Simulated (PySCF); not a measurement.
Bond stretch in Al2, triplet.

Method: CCSD(T) on UHF/6-31G, 10 core orbitals frozen run with PySCF.

Relative to R = 2.86 Å, what are the energies at R = 3.40, 6.01, 7.30, 8.28 Å?

5.4 kcal/mol at 3.40 Å, 22.1 kcal/mol at 6.01 Å, 22.5 kcal/mol at 7.30 Å, 22.6 kcal/mol at 8.28 Å.

The scan ran from 2.05 to 8.28 Å; beyond the distances shown one of the unrestricted levels run for this scan, shown here or not, changes its spin distribution in one step. The unrestricted determinant behind UCCSD(T) is spin-contaminated at 2.44 Å (<S²> up to 2.2, against 2.00 for a pure triplet).
